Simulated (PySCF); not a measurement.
C4H3BrClF, SMILES C=C(F)/C(Br)=C/Cl.

Geometry optimised at B3LYP-D3(BJ)/def2-SVP. The structure was generated by enumeration; whether it is a known compound was not checked. Other conformers were not sampled.

Method: B3LYP-D3(BJ)/def2-SVP run with PySCF.

Frequencies are harmonic and unscaled.

```csv
mode,ν (cm⁻¹),IR (km/mol),moving atoms (share of kinetic energy)
1,69,1.2,"C 41 %, F 32 %, H 13 %"
2,145,0.1,"Cl 54 %, Br 33 %, F 8 %"
3,178,0.2,"C 67 %, Cl 14 %, H 12 %"
4,199,0.1,"C 35 %, Br 27 %, Cl 18 %, F 12 %, H 8 %"
5,337,0.2,"F 48 %, Cl 19 %, C 18 %, Br 12 %"
6,380,1.3,"C 40 %, F 18 %, H 16 %, Cl 14 %, Br 12 %"
7,400,3.1,"C 78 %, H 18 %"
8,520,7.1,"C 56 %, H 22 %, F 14 %"
9,617,21.6,"C 71 %, H 10 %, F 10 %"
10,638,1.8,"C 78 %, H 19 %"
11,725,0.1,H 89 %
12,834,28.8,"H 69 %, C 30 %"
13,881,41.8,"H 69 %, C 31 %"
14,884,60.6,"C 74 %, Cl 16 %, H 9 %"
15,949,44.8,"H 40 %, F 31 %, C 29 %"
16,999,45.2,"C 71 %, H 23 %"
17,1262,19.9,"H 82 %, C 16 %"
18,1324,42.8,"C 81 %, H 11 %"
19,1386,5.2,"H 82 %, C 18 %"
20,1635,37.2,C 96 %
21,1721,74.0,C 92 %
22,3186,4.3,H 94 %
23,3231,12.8,"H 92 %, C 8 %"
24,3300,0.6,"H 89 %, C 11 %"
```
